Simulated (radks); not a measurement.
Values are calculated unless marked as measured or tabulated.
Q: Ionisation of neutral hafnium, [Xe] 4f14 5d2 6s2, to Hf+, [Xe] 4f14 5d1 6s2, under several functionals. Scalar-relativistic Kohn-Sham, spin-polarised, spherical densities, finite nucleus; open shells are filled with parallel spins first (spin-orbit coupling, left out, can overturn this in heavy ions); a radial shooting solver on a logarithmic mesh with Libxc functionals. The NIST Atomic Spectra Database gives 6.825 eV (measured). Rank these functionals by the error of their Delta-SCF ionisation energy: LDA (Slater exchange, VWN5 correlation); HCTH/407; MS2 meta-GGA; SOGGA; Wu-Cohen GGA; OLYP; SCAN; PW91; B86b exchange with PBE correlation; RPBE; exchange-only B88.

A: From best to worst: SOGGA 6.832 eV (+0.007); RPBE 6.835 eV (+0.010); B86b exchange with PBE correlation 6.886 eV (+0.061); OLYP 6.761 eV (-0.064); MS2 meta-GGA 6.904 eV (+0.079); Wu-Cohen GGA 6.923 eV (+0.098); PW91 6.935 eV (+0.110); SCAN 6.976 eV (+0.151); LDA (Slater exchange, VWN5 correlation) 7.065 eV (+0.240); HCTH/407 7.163 eV (+0.338); exchange-only B88 6.126 eV (-0.699). Open shells are spherical and high-spin; term and fine-structure splittings are not resolved. Spin-orbit splitting is averaged out at the scalar-relativistic level.
